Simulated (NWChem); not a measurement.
System: CH$_{3}$FO$_{2}$Si; SMILES O[Si@@H](F)C=O

The following NWChem deck was run.

```
start job
memory heap 200 mb stack 900 mb global 1100 mb
geometry units angstroms
  O     -0.143437    -1.957491     0.491420
  C      0.631789    -1.228850    -0.115835
  Si     0.003005     0.583369    -0.425961
  O     -1.558287     0.480556     0.118613
  F      0.928651     1.570497     0.497313
  H      1.648047    -1.621522    -0.427069
  H      0.067419     1.113505    -1.818382
  H     -1.654288    -0.371255     0.602056
end
basis spherical
  * library 6-31g*
end
dft
  xc b3lyp
  iterations 150
end
driver
  maxiter 120
end
task dft optimize
task dft freq
```

Parts of the log:

```
             Northwest Computational Chemistry Package (NWChem) 7.3.0
             --------------------------------------------------------

 C1  symmetry detected

                             Geometry "geometry" -> ""
                             -------------------------

 Output coordinates in angstroms (scale by  1.889725989 to convert to a.u.)

  No.       Tag          Charge          X              Y              Z
 ---- ---------------- ---------- -------------- -------------- --------------
    1 O                    8.0000     0.13455225    -2.02550831     0.35912437
    2 C                    6.0000     0.78780830    -1.18352999    -0.24501197
    3 Si                  14.0000    -0.05428690     0.55912144    -0.41742665
    4 O                    8.0000    -1.56022681     0.25212948     0.20117255
    5 F                    9.0000     0.80895600     1.59638662     0.51131968
    6 H                    1.0000     1.82131720    -1.44193824    -0.63091710
    7 H                    1.0000    -0.13016065     1.16363959    -1.77861384
    8 H                    1.0000    -1.53319723    -0.62867049     0.63932336

 Effective nuclear repulsion energy (a.u.)     230.7113467160

                                Z-matrix (autoz)
                                --------

 Units are Angstrom for bonds and degrees for angles

      Type          Name      I     J     K     L     M      Value
      ----------- --------  ----- ----- ----- ----- ----- ----------
    1 Stretch                  1     2                       1.22501
    2 Stretch                  2     3                       1.94311
    3 Stretch                  2     6                       1.13307
    4 Stretch                  3     4                       1.65673
    5 Stretch                  3     5                       1.63819
    6 Stretch                  3     7                       1.49132
    7 Stretch                  4     8                       0.98413
    8 Bend                     1     2     3               115.40864
    9 Bend                     1     2     6               119.84293
   10 Bend                     2     3     4               101.22225
   11 Bend                     2     3     5               106.80913
   12 Bend                     2     3     7               117.81233
   13 Bend                     3     2     6               124.72294
   14 Bend                     3     4     8               107.88544
   15 Bend                     4     3     5               112.62072
   16 Bend                     4     3     7               111.69528
   17 Bend                     5     3     7               106.71490
   18 Torsion                  1     2     3     4          -6.81771
   19 Torsion                  1     2     3     5         111.18845
   20 Torsion                  1     2     3     7        -128.87472
   21 Torsion                  2     3     4     8          11.77098
   22 Torsion                  4     3     2     6         175.02954
   23 Torsion                  5     3     2     6         -66.96430
   24 Torsion                  5     3     4     8        -101.93640
   25 Torsion                  6     2     3     7          52.97254
   26 Torsion                  7     3     4     8         137.99001

                           NWChem Geometry Optimization
                           ----------------------------

 maximum gradient threshold         (gmax) =   0.000450
 rms gradient threshold             (grms) =   0.000300
 maximum cartesian step threshold   (xmax) =   0.001800
 rms cartesian step threshold       (xrms) =   0.001200
 fixed trust radius                (trust) =   0.300000
 source of zmatrix                         =   autoz

          -------------------
          Energy Minimization
          -------------------

[...]

      ----------------------
      Optimization converged
      ----------------------

  Step       Energy      Delta E   Gmax     Grms     Xrms     Xmax
  ---- ---------------- -------- -------- -------- -------- --------
@   11    -579.76098231  1.2D-07  0.00002  0.00001  0.00023  0.00062
                                     ok       ok       ok       ok

                                Z-matrix (autoz)
                                --------

 Units are Angstrom for bonds and degrees for angles

      Type          Name      I     J     K     L     M      Value     Gradient
      ----------- --------  ----- ----- ----- ----- ----- ---------- ----------
    1 Stretch                  1     2                       1.22238   -0.00002
    2 Stretch                  2     3                       1.92943    0.00002
    3 Stretch                  2     6                       1.11392    0.00001
    4 Stretch                  3     4                       1.64076   -0.00002
    5 Stretch                  3     5                       1.61212    0.00002
    6 Stretch                  3     7                       1.47699   -0.00001
    7 Stretch                  4     8                       0.97479   -0.00001
    8 Bend                     1     2     3               116.35658   -0.00000
    9 Bend                     1     2     6               119.29254    0.00000
   10 Bend                     2     3     4               102.74087   -0.00000
   11 Bend                     2     3     5               107.20226   -0.00000
   12 Bend                     2     3     7               115.65276   -0.00000
   13 Bend                     3     2     6               124.34362    0.00000
   14 Bend                     3     4     8               110.58995   -0.00001
   15 Bend                     4     3     5               112.92797    0.00001
   16 Bend                     4     3     7               111.10870    0.00000
   17 Bend                     5     3     7               107.27405   -0.00000
   18 Torsion                  1     2     3     4          -6.06984   -0.00000
   19 Torsion                  1     2     3     5         113.14685   -0.00000
   20 Torsion                  1     2     3     7        -127.28091   -0.00000
   21 Torsion                  2     3     4     8          13.45549    0.00001
   22 Torsion                  4     3     2     6         174.92038   -0.00000
   23 Torsion                  5     3     2     6         -65.86293    0.00000
   24 Torsion                  5     3     4     8        -101.68657    0.00001
   25 Torsion                  6     2     3     7          53.70931   -0.00000
   26 Torsion                  7     3     4     8         137.72296    0.00001

                         Geometry "geometry" -> "geometry"
                         ---------------------------------

 Output coordinates in angstroms (scale by  1.889725989 to convert to a.u.)

[...]

 Rotational Constants
 --------------------
 A=   0.208336 cm-1  (  0.299742 K)
 B=   0.105043 cm-1  (  0.151130 K)
 C=   0.080692 cm-1  (  0.116095 K)

 Temperature                      =   298.15K
 frequency scaling parameter      =   1.0000

 Zero-Point correction to Energy  =   28.370 kcal/mol  (  0.045211 au)
 Thermal correction to Energy     =   32.184 kcal/mol  (  0.051289 au)
 Thermal correction to Enthalpy   =   32.777 kcal/mol  (  0.052233 au)

 Total Entropy                    =   77.711 cal/mol-K
   - Translational                =   39.515 cal/mol-K (mol. weight =  93.9886)
   - Rotational                   =   26.304 cal/mol-K (symmetry #  =        1)
   - Vibrational                  =   11.891 cal/mol-K

 Cv (constant volume heat capacity) =   20.019 cal/mol-K
   - Translational                  =    2.979 cal/mol-K
   - Rotational                     =    2.979 cal/mol-K
   - Vibrational                    =   14.060 cal/mol-K

[normal modes left out]

 ----------------------------------------------------------------------------
 Normal Eigenvalue ||           Projected Infra Red Intensities
  Mode   [cm**-1]  || [atomic units] [(debye/angs)**2] [(KM/mol)] [arbitrary]
 ------ ---------- || -------------- ----------------- ---------- -----------
    1       -0.000 ||    0.000399           0.009         0.389       0.067
    2       -0.000 ||    0.000004           0.000         0.004       0.001
    3       -0.000 ||    0.000381           0.009         0.371       0.064
    4       -0.000 ||    0.000651           0.015         0.635       0.110
    5        0.000 ||    0.000331           0.008         0.322       0.056
    6        0.000 ||    0.000359           0.008         0.350       0.060
    7       96.440 ||    0.005415           0.125         5.279       0.912
    8      176.099 ||    0.028725           0.663        28.003       4.837
    9      231.620 ||    0.002976           0.069         2.901       0.501
   10      326.576 ||    0.023458           0.541        22.868       3.950
   11      427.553 ||    0.074871           1.727        72.988      12.606
   12      481.592 ||    0.077872           1.797        75.913      13.112
   13      632.166 ||    0.045174           1.042        44.037       7.606
   14      778.900 ||    0.043032           0.993        41.950       7.246
   15      852.055 ||    0.037741           0.871        36.792       6.355
   16      875.452 ||    0.021395           0.494        20.856       3.602
   17      923.192 ||    0.053075           1.224        51.740       8.936
   18      985.013 ||    0.426502           9.840       415.775      71.811
   19     1004.558 ||    0.140063           3.231       136.540      23.583
   20     1407.623 ||    0.013646           0.315        13.302       2.298
   21     1749.074 ||    0.068127           1.572        66.414      11.471
   22     2317.973 ||    0.137261           3.167       133.809      23.111
   23     2892.181 ||    0.133615           3.083       130.254      22.497
   24     3696.631 ||    0.090333           2.084        88.061      15.210
 ----------------------------------------------------------------------------
```

Level: B3LYP/6-31G* (spherical d).
